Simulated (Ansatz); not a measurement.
Consider the cleavage of the Si–Si bond: `C[SiH]([SiH3])[AsH2]` + `[NH2][GaH][OH]` → `[NH2][GaH][O][SiH3]` + `C[SiH2][AsH2]`.

Program: Ansatz. Geometries: PBE0-D4/def2-TZVP. ΔE: electronic, gas phase. CBS: MP2 limit from def2 TZ/QZ plus the TZ coupled-cluster correction, frozen cores. DFT in def2-TZVPP. B3LYP here is the variant with VWN-RPA as its local correlation; programs differ in this. For As, Ga outer-core shells are correlated without core-valence functions, which leaves a few kJ/mol of doubt a bond. Scalar relativity is left out up to krypton. One conformer a species, not always the lowest.

CCSD(T)/CBS gives -98.2 kJ/mol.

Q: Another level gave -105.4 kJ/mol. Which?
A. PBE0/def2-TZVPP
B. CCSD/def2-TZVPP
C. HF/def2-TZVPP
D. B3LYP-D4/def2-TZVPP

A: B. CCSD/def2-TZVPP -105.4, PBE0 -84.8, HF/def2-TZVPP -133.4, B3LYP-D4 -98.8 kJ/mol.

Largest T1 diagnostic among the species: 0.014.

In def2-TZVPP, CCSD(T) changes the Hartree–Fock value by +32.9 kJ/mol (the triples alone add +4.8 kJ/mol) and MP2 by +27.8 kJ/mol. From PBE to PBE0 (25 % exact exchange), in def2-TZVPP and without D4, ΔE moves by −9.7 kJ/mol. The D4 term adds +4.9 kJ/mol with B3LYP and +3.0 kJ/mol with PBE0; it sums over pairs of atoms, weighted by their polarisabilities, and B3LYP, whose exchange is more repulsive, gets the larger term.
